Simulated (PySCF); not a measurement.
# Molecular orbitals of RbTl⁺

UHF at R = 4.277 Å; PySCF, scalar-relativistic core potentials, basis sets Rb def2-SVPD with ECP28, Tl def2-SVPD with ECP60. State: ²Σ⁺ (doublet), unpaired electrons σ ↑. Only the outer orbitals are listed, counted within each symmetry, core potentials removing the inner ones.

```json
{"spin": "α", "orbital": "6σ", "occ.": "1", "ε (eV)": "-16.42", "on Rb (%)": "0", "main shells (%)": "99 Tl s"}
{"spin": "α", "orbital": "7σ", "occ.": "1", "ε (eV)": "-8.97", "on Rb (%)": "5", "main shells (%)": "91 Tl p"}
{"spin": "α", "orbital": "8σ", "occ.": "0", "ε (eV)": "-3.13", "on Rb (%)": "95", "main shells (%)": "88 Rb s"}
{"spin": "α", "orbital": "4π", "occ.": "0", "ε (eV)": "-2.95", "on Rb (%)": "32", "main shells (%)": "67 Tl p, 24 Rb p, 9 Rb d"}
{"spin": "α", "orbital": "4π", "occ.": "0", "ε (eV)": "-2.95", "on Rb (%)": "32", "main shells (%)": "67 Tl p, 24 Rb p, 9 Rb d"}
{"spin": "β", "orbital": "6σ", "occ.": "1", "ε (eV)": "-15.16", "on Rb (%)": "0", "main shells (%)": "100 Tl s"}
{"spin": "β", "orbital": "7σ", "occ.": "0", "ε (eV)": "-3.27", "on Rb (%)": "99", "main shells (%)": "98 Rb s"}
{"spin": "β", "orbital": "4π", "occ.": "0", "ε (eV)": "-2.63", "on Rb (%)": "40", "main shells (%)": "61 Tl p, 32 Rb p"}
{"spin": "β", "orbital": "4π", "occ.": "0", "ε (eV)": "-2.63", "on Rb (%)": "40", "main shells (%)": "61 Tl p, 32 Rb p"}
```

Task: Which are the highest filled and the lowest empty level, where do they sit, and how wide is the gap?

Result: Highest filled α 7σ at -8.97 eV (in %: 91 Tl p); lowest empty β 7σ at -3.27 eV (in %: 98 Rb s); the gap at UHF is 5.70 eV.

```
bond order (Mayer)                                                                                                 : 0.09
⟨S²⟩                                                                                                               : 0.760
charge on Rb (Mulliken, basis-dependent)                                                                           : 0.95
charge on Rb (Löwdin, basis-dependent)                                                                             : 0.73
dipole moment (positive dipole points towards Tl; it is taken about the centre of mass and depends on that origin) : -10.77 D
polarisability along the bond                                                                                      : 153.1 bohr³
polarisability across the bond                                                                                     : 66.2 bohr³
```

Spin–orbit coupling is left out, which matters for elements this heavy, above all for dissociation energies. The state was picked by a PBE0 search and need not be the measured ground state.
